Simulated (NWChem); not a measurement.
## AlBrF (SMILES [F][Al][Br]): name the method

AlBrF: 3 atoms, total charge 0, spin state doublet. As SMILES, `[F][Al][Br]`. The coordinates come from a PBE0-D4/def2-TZVP relaxation.

```xyz
3

F    -1.1200    1.0166   -0.5105
Al   -0.4400   -0.4682   -0.2888
Br    1.5490   -0.6132    0.7862
```

A calculation with NWChem 7.3.0 gave:

* total energy: -2913.5099 Eh
* dipole moment: 2.26 D
* ⟨S²⟩: 0.753
* largest force: 0.350 eV/Å

Task: Which of these levels gave the numbers?
A. SVWN5/def2-SVP
B. HF/3-21G
C. PBE0/pcseg-2
D. HF/pcseg-1

Result: D. The others give -2899.6481 Eh (HF/3-21G), -2910.8293 Eh (SVWN5/def2-SVP), -2916.1232 Eh (PBE0/pcseg-2).
